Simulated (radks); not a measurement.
Kinetic energies: the exact non-interacting value of the Kohn-Sham orbitals and orbital-free approximations, as 100 (|E| - |E exact|)/|E exact|, negative where the magnitude is too small. Species: Te+ [Kr] 4d10 5s2 5p3; Kr [Kr]. Calculated with a radial shooting solver on a logarithmic mesh with Libxc functionals: non-relativistic Kohn-Sham, r2SCAN, spin-polarised, spherical densities, point nucleus; meta-GGA in the generalised Kohn-Sham scheme. Every spin shell is full or empty, so the densities are truly spherical. Functionals are evaluated on that one density, not self-consistently.

functional           Te+       Kr
exact (hartree)  6611.61  2752.25
Thomas-Fermi       -5.22    -5.86
von Weizsacker    -58.95   -53.63
TF + vW           +35.82   +40.51
TF + vW/9          -0.66    -0.71
APBEK              +0.13    +0.13
Thakkar            -0.57    -0.46
Pearson            -0.90    -1.05
PG1               +14.86   +17.23
DePristo-Kress     -0.09    -0.06
Ernzerhof          -0.39    -0.36
